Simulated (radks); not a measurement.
All-electron atom: Ba42+ in [Ne] 3s2 3p2. Calculated with a radial shooting solver on a logarithmic mesh with Libxc functionals: non-relativistic Kohn-Sham, TPSS, spin-polarised, spherical densities, point nucleus; open shells are filled with parallel spins first (spin-orbit coupling, left out, can overturn this in heavy ions); meta-GGA in the generalised Kohn-Sham scheme; relativity is left out, which matters for an element this heavy. Some entries of the table are withheld. Estimate them.

orbital,occ.,eigenvalue (hartree),<r^2> (bohr^2)
1s up,1,-1405.481,0.0009826
1s down,1,-1405.291,0.0009824
2s up,1,-293.5029,(1)
2s down,1,-293.3826,(2)
2p up,3,-283.3271,(3)
2p down,3,-283.1296,(4)
3s up,1,(5),0.08482
3s down,1,(6),0.08519
3p up,2,-114.4307,0.07766
3p down,0,-113.6595,0.07794

Answer. 
(1) 2s up <r^2> (bohr^2): 0.01536
(2) 2s down <r^2> (bohr^2): 0.01534
(3) 2p up <r^2> (bohr^2): 0.01146
(4) 2p down <r^2> (bohr^2): 0.01146
(5) 3s up eigenvalue (hartree): -118.1791
(6) 3s down eigenvalue (hartree): -117.4060
